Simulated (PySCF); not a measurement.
C4H9NSi, SMILES C[Si@H](NC)C#C.

Geometry optimised at B3LYP-D3(BJ)/def2-SVP. The structure was generated by enumeration; whether it is a known compound was not checked. Other conformers were not sampled.

All values below come from PySCF with r2SCAN/def2-TZVP.

Task: Estimate the frontier levels, gap, dipole moment and polarisability. (The exact figures need the calculation; the answer reports its results.)

Result: 
```yaml
highest_occupied_level: -5.59 eV
lowest_empty_level: -0.69 eV
orbital_gap: 4.90 eV
dipole_moment: 0.97 D
quadrupole, principal values (traceless, Buckingham form, about the centre of nuclear charge): -7.62, -1.13, 8.76 D·Å
mean_static_polarisability: 79.5 bohr³ (11.78 Å³)
polarisability_principal_values: 64.1, 80.1, 94.3 bohr³
```
